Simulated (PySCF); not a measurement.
**Electron correlation in P³⁺ (phosphorus, charge +3)**

[Ne] 3s2, closed-shell 1S. Calculation: PySCF 2.14, in x2c-SVPall; the spin-free X2C one-electron Hamiltonian (Gaussian nucleus). Frozen: [Ne]; 2 electrons correlated.

Total MP2 correlation energy: -32.58 mhartree.

Same-spin part 0.00 and opposite-spin part -32.58 mhartree; SCS-MP2 scales them by 1/3 and 6/5 to -39.09 mhartree.

With two correlated electrons CCSD is exact within the correlated space (frozen core and kept virtual orbitals).

| level | correlation energy (mhartree) |
| --- | --- |
| CCSD | -47.98 |

Diagnostics: T1 = 0.0043, D1 = 0.0061, largest double amplitude 0.115.

Q: Is a single reference adequate?

A: Mostly. T1 lies below 0.03, but a double amplitude of this size points to a near-degeneracy that CCSD handles and MP2 describes poorly.
